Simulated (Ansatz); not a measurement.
One change: `OC[AsH2]` becomes `O[CH2][SnH3]`.

Ansatz, PBE0-D4/def2-TZVP geometries, multiplicity 1. Each molecule was computed in one conformer, which needn't be the lowest.

Elements past krypton have def2 core potentials. Scalar relativity is left out up to krypton.

| property | `OC[AsH2]` |
| --- | --- |
| zero-point energy (PBE0-D4/def2-TZVP) / kJ/mol | 151.8 |
| HOMO energy (B3LYP/def2-TZVPP) / eV | -6.91 |
| HOMO–LUMO gap (B3LYP/def2-TZVPP) / eV | 6.74 |
| LUMO energy (ωB97M-V/def2-TZVPP) / eV | 1.77 |
| HOMO energy (PBE/def2-TZVPP) / eV | -5.86 |
| size of the dipole moment (B3LYP/def2-TZVPP) / D | 1.47 |

**Question.** Give the same properties after the change, and the shifts. (Best estimate.)

**Answer.** Computed: 
| property | `O[CH2][SnH3]` | shift |
| --- | --- | --- |
| zero-point energy (PBE0-D4/def2-TZVP) / kJ/mol | 161.3 | 9.5 |
| HOMO energy (B3LYP/def2-TZVPP) / eV | -6.93 | -0.02 |
| HOMO–LUMO gap (B3LYP/def2-TZVPP) / eV | 6.78 | 0.04 |
| LUMO energy (ωB97M-V/def2-TZVPP) / eV | 1.44 | -0.33 |
| HOMO energy (PBE/def2-TZVPP) / eV | -5.79 | 0.07 |
| size of the dipole moment (B3LYP/def2-TZVPP) / D | 1.18 | -0.29 |

The zero-point energy changes by 9.5 kJ/mol with +3 modes. Dipoles are sizes alone; their direction can turn.

B3LYP here is the variant with VWN-RPA as its local correlation; programs differ in this.
